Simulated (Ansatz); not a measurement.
C₂H₃, doublet, geometry from GFN2-xTB, atoms displaced at random by about 0.1 Å a coordinate; B3LYP/def2-TZVP run with Ansatz (a first-principles code).

Here is a job for Ansatz.
Ansatz 0.2 input:
```yaml
crystal:
  periodic: [false, false, false]
  atoms:
    - {symbol: C, position_ang: [-0.01080502, -0.37444819, 0.28764555]}
    - {symbol: C, position_ang: [0.19805356, 0.72309339, -0.11282840]}
    - {symbol: H, position_ang: [-0.84033977, -1.04499953, -0.10193092]}
    - {symbol: H, position_ang: [0.97816119, -1.02882959, -0.05676780]}
    - {symbol: H, position_ang: [-0.69917803, 1.48815108, 0.21191563]}
basis:
  gaussian:
    orbitals: def2-TZVP
hamiltonian:
  xc: b3lyp
magnetization: {spin_polarized: true, initial_magnetization: 1}
relax: {escape_saddle: false}
```

What the program printed (banner, timings and long lists left out):

```
Functional definition: B3LYP
492 factors; their error is unknown
mean field evaluation 1: about -2111.7692 eV, gradient 3.7e1 eV
mean field evaluation 2: about -2107.2135 eV, gradient 4.5e1 eV
mean field evaluation 4: about -2118.4052 eV, gradient 2.8e0 eV
mean field evaluation 8: about -2118.4419 eV, gradient 5.2e-2 eV
mean field evaluation 16: about -2118.4382 eV, gradient 8.1e-5 eV
mean field -2118.43818181 eV, -77.8511672524 hartree, gradient 8.1e-5 eV, S^2 0.757149; 0 other end points of the search recorded, 0 dependent functions left out
the calculation of the forces begins
reference -2118.43839202 eV, -77.8511749776 hartree; 8, 7 occupied and 72, 73 virtual orbitals, 492 factors
relax step   1: F+E_penalty+E_count = -2118.43818181 eV  Δ(F+E_penalty+E_count) = +0.000e0 eV  max|allowed force component| = 1.318e1 eV/Å  Δτ_max = 0.0000 Å  (30 SCF iters, accepted)
these checks for a lower state are left out or cut short: starts, cluster_reference, orbital_swaps, neighbouring_geometries, increment
492 factors; their error is unknown
mean field -2120.25814009 eV, -77.9180494856 hartree, gradient 1.4e-5 eV, S^2 0.760801; 0 other end points of the search recorded, 0 dependent functions left out
the calculation of the forces begins
reference -2120.25834046 eV, -77.9180568491 hartree; 8, 7 occupied and 72, 73 virtual orbitals, 492 factors
relax step   2: F+E_penalty+E_count = -2120.25814009 eV  Δ(F+E_penalty+E_count) = -1.820e0 eV  max|allowed force component| = 2.957e0 eV/Å  Δτ_max = 0.1969 Å  (39 SCF iters, accepted)
these checks for a lower state are left out or cut short: starts, cluster_reference, orbital_swaps, neighbouring_geometries, increment
492 factors; their error is unknown
mean field evaluation 32: about -2120.5449 eV, gradient 1.2e-5 eV
mean field -2120.54485041 eV, -77.9285858955 hartree, gradient 1.2e-5 eV, S^2 0.764125; 0 other end points of the search recorded, 0 dependent functions left out
the calculation of the forces begins
reference -2120.54504709 eV, -77.9285931234 hartree; 8, 7 occupied and 72, 73 virtual orbitals, 492 factors
relax step   3: F+E_penalty+E_count = -2120.54485041 eV  Δ(F+E_penalty+E_count) = -2.867e-1 eV  max|allowed force component| = 4.165e0 eV/Å  Δτ_max = 0.1965 Å  (41 SCF iters, accepted)
these checks for a lower state are left out or cut short: starts, cluster_reference, orbital_swaps, neighbouring_geometries, increment
492 factors; their error is unknown
mean field -2120.76580048 eV, -77.9367056611 hartree, gradient 5.5e-5 eV, S^2 0.759013; 0 other end points of the search recorded, 0 dependent functions left out
the calculation of the forces begins
reference -2120.76599750 eV, -77.9367129013 hartree; 8, 7 occupied and 72, 73 virtual orbitals, 492 factors
relax step   4: F+E_penalty+E_count = -2120.76580048 eV  Δ(F+E_penalty+E_count) = -2.210e-1 eV  max|allowed force component| = 3.528e-1 eV/Å  Δτ_max = 0.0862 Å  (35 SCF iters, accepted)
these checks for a lower state are left out or cut short: starts, cluster_reference, orbital_swaps, neighbouring_geometries, increment
492 factors; their error is unknown
mean field -2120.77342660 eV, -77.9369859157 hartree, gradient 7.8e-6 eV, S^2 0.759260; 0 other end points of the search recorded, 0 dependent functions left out
the calculation of the forces begins
reference -2120.77362513 eV, -77.9369932114 hartree; 8, 7 occupied and 72, 73 virtual orbitals, 492 factors
relax step   5: F+E_penalty+E_count = -2120.77342660 eV  Δ(F+E_penalty+E_count) = -7.626e-3 eV  max|allowed force component| = 1.662e-1 eV/Å  Δτ_max = 0.0583 Å  (35 SCF iters, accepted)
these checks for a lower state are left out or cut short: starts, cluster_reference, orbital_swaps, neighbouring_geometries, increment
492 factors; their error is unknown
mean field -2120.77757787 eV, -77.9371384722 hartree, gradient 1.5e-5 eV, S^2 0.759321; 0 other end points of the search recorded, 0 dependent functions left out
the calculation of the forces begins
reference -2120.77777576 eV, -77.9371457443 hartree; 8, 7 occupied and 72, 73 virtual orbitals, 492 factors
relax step   6: F+E_penalty+E_count = -2120.77757787 eV  Δ(F+E_penalty+E_count) = -4.151e-3 eV  max|allowed force component| = 2.506e-2 eV/Å  Δτ_max = 0.0265 Å  (32 SCF iters, accepted)
these checks for a lower state are left out or cut short: starts, cluster_reference, orbital_swaps, neighbouring_geometries, increment
492 factors; their error is unknown
mean field -2120.77761768 eV, -77.9371399349 hartree, gradient 1.2e-5 eV, S^2 0.759306; 0 other end points of the search recorded, 0 dependent functions left out
the calculation of the forces begins
reference -2120.77781550 eV, -77.9371472049 hartree; 8, 7 occupied and 72, 73 virtual orbitals, 492 factors
relax step   7: F+E_penalty+E_count = -2120.77761768 eV  Δ(F+E_penalty+E_count) = -3.980e-5 eV  max|allowed force component| = 4.075e-3 eV/Å  Δτ_max = 0.0017 Å  (35 SCF iters, accepted)
492 factors; their error is unknown
mean field evaluation 64: about -2120.7774 eV, gradient 2.4e-1 eV
mean field -2120.77761768 eV, -77.9371399349 hartree, gradient 1.2e-5 eV, S^2 0.759306; 1 other end points of the search recorded, 0 dependent functions left out
the calculation of the forces begins
reference -2120.77781550 eV, -77.9371472049 hartree; 8, 7 occupied and 72, 73 virtual orbitals, 492 factors
Total energy: -2120.77781550 eV, -77.9371472049 hartree
Atom 0 at     0.072399    -0.497043     0.023546 Å, force    -0.000207     0.004075    -0.000168 eV/Å
Atom 1 at     0.063988     0.803248     0.078932 Å, force    -0.000812    -0.002046     0.000682 eV/Å
Atom 2 at    -0.851174    -1.079973     0.017132 Å, force    -0.002343    -0.001510     0.000179 eV/Å
Atom 3 at     0.994552    -1.070127    -0.019196 Å, force     0.003811    -0.002795    -0.000347 eV/Å
Atom 4 at    -0.653874     1.606862     0.127620 Å, force    -0.000449     0.002276    -0.000347 eV/Å
Dipole moment:    -0.130878    -0.067994    -0.000241 e Å
```
